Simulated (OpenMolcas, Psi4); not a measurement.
**BBr2Cl (dibromo(chloro)borane): the energy, rung by rung**

BBr2Cl has 4 atoms, charge 0, and is taken as a singlet. SMILES: `ClB(Br)Br`. The shape is that of a PBE0-D4/def2-TZVP optimisation.

```xyz
4

Cl   -0.2033   -1.6449    0.6335
B    -0.0048   -0.0390    0.0150
Br    1.2835    1.1237    0.7856
Br   -1.0754    0.5603   -1.4343
```

Each level gives the energy change with the B2–Br4 bond stretched from 1.899 to 4.178 Å (eV). The values are calculated.

```json
{"level": "revPBE/6-31G* (spherical functions) (restricted)", "kind": "GGA", "program": "OpenMolcas", "value (eV)": "4.16"}
{"level": "M06-L/6-31G* (spherical functions) (restricted)", "kind": "meta-GGA", "program": "OpenMolcas", "value (eV)": "4.52"}
{"level": "TPSS/6-31G* (spherical functions) (restricted)", "kind": "meta-GGA", "program": "OpenMolcas", "value (eV)": "4.36"}
{"level": "B3LYP/6-31G* (spherical functions) (restricted)", "kind": "global hybrid", "program": "OpenMolcas", "value (eV)": "6.63"}
{"level": "BHLYP/6-31G* (spherical functions) (restricted)", "kind": "global hybrid", "program": "OpenMolcas", "value (eV)": "5.26"}
{"level": "DSD-PBEP86/6-31G* (density fitting for correlation, spherical functions) (restricted)", "kind": "double hybrid", "program": "Psi4", "value (eV)": "4.92"}
{"level": "MP2/6-31G* (spherical functions) (restricted)", "kind": "perturbation theory", "program": "OpenMolcas", "value (eV)": "5.19"}
{"level": "MP3/6-31G* (spherical functions) (restricted)", "kind": "perturbation theory", "program": "Psi4", "value (eV)": "5.30"}
```

All-electron rows without a relativistic Hamiltonian named are non-relativistic. The first shape isn't each level's own minimum. The values span 4.16 to 6.63 eV. In the correlated wave-function rows the outer d shell of Br is correlated, in sets not made for it.
